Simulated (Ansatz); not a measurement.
`F[SiH2][SiH](F)S` + H–F → `F[SiH](F)S` + `F[SiH3]` at 700 K and 1 bar (cleavage of the Si–Si bond).

Calculated with Ansatz (gas phase, PBE0-D4/def2-TZVP geometries, no zero-point term in ΔE). CBS: MP2 limit from def2 TZ/QZ plus the TZ coupled-cluster correction, frozen cores. This one scheme is used for every species. One conformer a species, not always the lowest.

```csv
species,CCSD(T)/CBS energy (Eh),H − E (kJ/mol),S (J/(mol·K))
`F[SiH2][SiH](F)S`,-1178.07420,192.1,494.3
H–F,-100.39570,45.2,198.5
`F[SiH](F)S`,-887.80771,120.0,395.4
`F[SiH3]`,-390.72345,108.4,291.4
```

H − E and S are ideal-gas, rigid-rotor, harmonic terms from PBE0-D4/def2-TZVP, for one conformer and one mirror image of each species. 1 Eh = 2625.50 kJ/mol, R = 8.31446 J/(mol·K).

Q: By hand: ΔE, ΔH, ΔS and ΔG.

A: ΔE = (-887.80771) + (-390.72345) − (-1178.07420) − (-100.39570) = -0.06126 Eh = -160.8 kJ/mol. Δ(H − E) = 120.0 + 108.4 − 192.1 − 45.2 = -8.9, so ΔH = -169.7 kJ/mol. ΔS = 395.4 + 291.4 − 494.3 − 198.5 = -6.0 J/(mol·K). ΔG = -169.7 − 700 × (-6.0)/1000 = -165.5 kJ/mol.

Q: By hand: the equilibrium constant, and the temperature at which ΔG would vanish if ΔH and ΔS stayed fixed.

A: log₁₀ K = −ΔG/(RT ln 10) = 12.3. ΔG = 0 at ΔH/ΔS = 28283 K, far beyond where these terms or the molecules hold.

The number of gas molecules stays the same, so ΔS is small and ΔH decides. A doubt of 5 kJ/mol in ΔE shifts log₁₀ K by 0.4 here. Other conformers and mirror images would add mixing entropy, several J/(mol·K) or more a flexible species. Modes under 60 cm⁻¹, often nearly free rotors, make the harmonic entropy too high. These are equilibria of isolated gas molecules and say nothing of rates. Largest T1 diagnostic: 0.012 (customary marks: 0.02 for closed shells, 0.045 for open ones).
